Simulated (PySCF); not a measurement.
This PySCF input asks for the NMR shieldings of SMILES C[Si](C)(C)C, C₄H₁₂Si; the geometry comes from GFN2-xTB.

```python
import basis_set_exchange as bse
import numpy as np
from pyscf import gto, dft
from pyscf.prop import nmr

atoms = """
C    -0.406572   -1.213421   -1.419378
Si   -0.001168   -0.000673   -0.001754
C     0.008130    1.785545   -0.675355
C    -1.319794   -0.154927    1.370252
C     1.716091   -0.415535    0.721562
H    -1.379676   -1.003559   -1.853159
H    -0.418731   -2.241638   -1.070248
H     0.327027   -1.147965   -2.217335
H     0.242457    2.501867    0.106393
H    -0.958122    2.057909   -1.089187
H     0.746490    1.907664   -1.462097
H    -2.312057    0.075313    0.994143
H    -1.350945   -1.160472    1.779082
H    -1.116988    0.525824    2.191677
H     1.746276   -1.426357    1.117085
H     2.493128   -0.336762   -0.032799
H     1.977455    0.259220    1.531210
"""
names = dict.fromkeys(["C", "Si", "H"], "pcSseg-1")
basis = {el: gto.basis.parse(bse.get_basis(n, elements=[el], fmt="nwchem")) for el, n in names.items()}
mol = gto.M(atom=atoms, basis=basis, charge=0, verbose=0)
mf = dft.RKS(mol, xc="B3LYP")
mf.grids.level = 2
mf.grids.alignment = dft.numint.BLKSIZE   # the property module wants whole blocks of grid points
mf.conv_tol = 1e-9
mf.kernel()

calc = nmr.RKS(mf)   # GIAO
C = mf.mo_coeff
Co = C[:, mf.mo_occ > 0]
resp = mf.gen_response(singlet=True, hermi=2)
def vind(x):   # induced exchange potential for any number of trial vectors
    d = np.einsum("pi,xij,qj->xpq", C, 2 * x.reshape(-1, C.shape[1], Co.shape[1]), Co, optimize=True)
    return np.einsum("xpq,pi,qj->xij", resp(d - d.transpose(0, 2, 1)), C, Co, optimize=True).ravel()
mo1, _ = nmr.rhf.solve_mo1(calc, with_cphf=vind)
sigma = calc.kernel(mo1)
for i, s in enumerate(sigma):   # ppm
    w = np.linalg.eigvalsh((s + s.T) / 2)
    print("%2d %-2s iso %8.1f  s11 %8.1f  s22 %8.1f  s33 %8.1f" % (i, mol.atom_pure_symbol(i), w.mean(), *w))
```

Q: What does it print?

A: 
```
 0 C  iso    181.9  s11    178.6  s22    178.7  s33    188.5
 1 Si iso    334.5  s11    334.2  s22    334.4  s33    334.8
 2 C  iso    181.9  s11    178.5  s22    178.7  s33    188.5
 3 C  iso    181.9  s11    178.6  s22    178.6  s33    188.5
 4 C  iso    181.9  s11    178.5  s22    178.7  s33    188.5
 5 H  iso     31.8  s11     27.8  s22     29.3  s33     38.4
 6 H  iso     31.8  s11     27.8  s22     29.3  s33     38.4
 7 H  iso     31.8  s11     27.8  s22     29.3  s33     38.4
 8 H  iso     31.8  s11     27.8  s22     29.3  s33     38.4
 9 H  iso     31.8  s11     27.8  s22     29.3  s33     38.4
10 H  iso     31.8  s11     27.8  s22     29.3  s33     38.4
11 H  iso     31.8  s11     27.8  s22     29.3  s33     38.4
12 H  iso     31.8  s11     27.8  s22     29.3  s33     38.4
13 H  iso     31.8  s11     27.8  s22     29.3  s33     38.4
14 H  iso     31.8  s11     27.8  s22     29.3  s33     38.4
15 H  iso     31.8  s11     27.8  s22     29.3  s33     38.4
16 H  iso     31.8  s11     27.8  s22     29.3  s33     38.4
```

These numbers come from an equivalent density-fitted implementation of the same equations, which agrees with the script to about 0.01 ppm for H and up to a few tenths of a ppm for heavy atoms, so last digits may differ.

Size and cost of the density-fitted run: 152 basis functions, of the order of 11 core-seconds.
